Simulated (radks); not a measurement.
The numbers below are computed, except where a source is named.
Species: a nucleus of charge 30.9 with 30 electrons. Configuration: [Ar] 3d10 4s2. Code: a radial shooting solver on a logarithmic mesh with Libxc functionals. Model: Dirac Kohn-Sham, LDA (Slater exchange, Perdew-Wang correlation), spin-unpolarised, spherical densities, point nucleus.

Radial electron density D(r) = 4 pi r^2 rho(r):

r (bohr)  D(r) (e/bohr)
0.004744          4.762
0.005435          5.948
0.006177          7.292
0.007077          8.991
0.008108          11.00
0.009215          13.18
0.01056           15.82
0.01209           18.76
0.01386           21.95
0.01575           25.09
0.01804           28.44
0.02067           31.61
0.02368           34.37
0.02692           36.37
0.03084           37.65
0.03533           37.92
0.04048           37.15
0.04601           35.65
0.05271           33.61
0.06039           31.68
0.06863           30.57
0.07863           30.70
0.09009           32.45
0.1032            35.60
0.1173            39.13
0.1344            42.32
0.154             43.64
0.1764            42.21
0.2005            38.30
0.2297            32.41
0.2632            26.45
0.2991            22.44
0.3427            20.93
0.3926            22.06
0.4498            24.44
0.5112            26.15
0.5857            26.05
0.671             23.61
0.7688            19.44
0.8737            14.95
1.001             10.54
1.147             7.098
1.314             4.741
1.493             3.329
1.711             2.392
1.96              1.768
2.228             1.317
2.552            0.9141
2.924            0.5803
3.35             0.3273
3.808            0.1676
4.362           0.07005
4.998           0.02422
5.726          0.006758
6.508          0.001631
7.456         0.0002768

D(r) has 3 maxima, at r = 0.0342, 0.154, 0.545 bohr, and minima at 0.0726, 0.343 bohr, inside which lie 2.10, 10.92 electrons.
